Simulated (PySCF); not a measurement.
CH₇NOSi₂, SMILES [SiH2]1CN[SiH2]O1.

Geometry: PBE0-D3(BJ)/def2-SVP. The structure was generated by enumeration, and PubChem lists no compound with its InChIKey, so it may never have been made. The values are those of a single conformer.

Method: r2SCAN/def2-TZVP run with PySCF.

Gas-phase values at a fixed geometry.

Computed frontier levels, gap, dipole moment and polarisability:
- highest occupied level: -5.77 eV
- lowest empty level: -0.30 eV
- orbital gap: 5.47 eV
- dipole moment: 0.438 e·Å
- quadrupole, principal values (traceless, Buckingham form, about the centre of nuclear charge): -3.30, 0.22, 3.09 D·Å
- mean static polarisability: 68.4 bohr³ (10.14 Å³)
- polarisability, principal values: 61.8, 65.3, 78.1 bohr³
